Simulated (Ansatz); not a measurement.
Job for Ansatz (a program for electronic structure): R-PBE/def2-TZVPP on C4H9F5O6Si2 (SMILES O[Si](O)(O)O[Si](O)(O)CCC(F)(F)C(F)(F)F).

Ansatz 0.2 input:
```yaml
crystal:
  periodic: [false, false, false]
  atoms:
    - {symbol: O, position_ang: [-0.60804902, -0.77235241, 1.40766624]}
    - {symbol: Si, position_ang: [-0.71895309, 0.06025925, -0.04669498]}
    - {symbol: O, position_ang: [-0.48254140, 1.68594623, 0.14358254]}
    - {symbol: C, position_ang: [0.45010002, -0.54500464, -1.36716631]}
    - {symbol: C, position_ang: [1.86937606, 0.03901850, -1.33718798]}
    - {symbol: C, position_ang: [2.68927999, -0.44758639, -0.16300032]}
    - {symbol: F, position_ang: [2.73334345, -1.80241747, -0.12091167]}
    - {symbol: F, position_ang: [2.13728405, -0.03388649, 1.02506791]}
    - {symbol: C, position_ang: [4.14920215, 0.05678932, -0.15648650]}
    - {symbol: F, position_ang: [4.79852397, -0.38606435, 0.91767394]}
    - {symbol: F, position_ang: [4.17437291, 1.39301824, -0.15354050]}
    - {symbol: F, position_ang: [4.78585425, -0.37637365, -1.25065213]}
    - {symbol: O, position_ang: [-2.29487307, -0.23282718, -0.48244350]}
    - {symbol: Si, position_ang: [-3.56381489, 0.09832308, 0.52929315]}
    - {symbol: O, position_ang: [-5.03888802, -0.07154640, -0.17095194]}
    - {symbol: O, position_ang: [-3.47497779, -0.88351366, 1.84887311]}
    - {symbol: O, position_ang: [-3.32821472, 1.71145910, 0.88096498]}
    - {symbol: H, position_ang: [0.24615418, -0.70622560, 1.85364943]}
    - {symbol: H, position_ang: [-1.28184934, 2.13110202, 0.47516466]}
    - {symbol: H, position_ang: [0.48732655, -1.64571603, -1.35023202]}
    - {symbol: H, position_ang: [-0.02047091, -0.26607932, -2.32411993]}
    - {symbol: H, position_ang: [2.42567063, -0.23775767, -2.24603749]}
    - {symbol: H, position_ang: [1.84149926, 1.13769200, -1.28627025]}
    - {symbol: H, position_ang: [-5.42746783, -0.95296428, -0.12129132]}
    - {symbol: H, position_ang: [-2.54952360, -1.09339351, 2.06883972]}
    - {symbol: H, position_ang: [-3.99846382, 2.14040131, 1.42611116]}
basis:
  gaussian:
    orbitals: def2-TZVPP
hamiltonian:
  xc: {name: PBE}
scf: {lower_state_search: off}
```

The log:

```
WARN ansatz: RAYON_NUM_THREADS=8 ignored (pool sized by the plan → 8); use --threads N
Functional definition: PBE
these checks for a lower state are left out or cut short: stability, starts, cluster_reference, orbital_swaps, neighbouring_geometries, increment
integrals: 2.24 GiB planned
3513 factors; their error is unknown
mean field: 10.54 GiB planned
mean field evaluation 1: about -45863.6399 eV, gradient 1.6e2 eV
mean field evaluation 2: about -45771.9300 eV, gradient 2.7e2 eV
mean field evaluation 4: about -45902.0575 eV, gradient 1.6e1 eV
mean field evaluation 8: about -45902.5935 eV, gradient 1.4e-1 eV
mean field evaluation 16: about -45902.5126 eV, gradient 3.8e-3 eV
mean field -45902.51262301 eV, -1686.8862250552 hartree, gradient 6.6e-6 eV, S^2 0.000000; 0 other end points of the search recorded, 0 dependent functions left out
reference -45902.51268083 eV, -1686.8862271800 hartree; 77, 77 occupied and 598, 598 virtual orbitals, 3513 factors
Total energy: -45902.51268083 eV, -1686.8862271800 hartree
Checks for a lower state left out: stability, starts, cluster_reference, orbital_swaps, neighbouring_geometries, increment
```

The calculation finished and met its thresholds.

Cost: roughly 40 core-seconds.
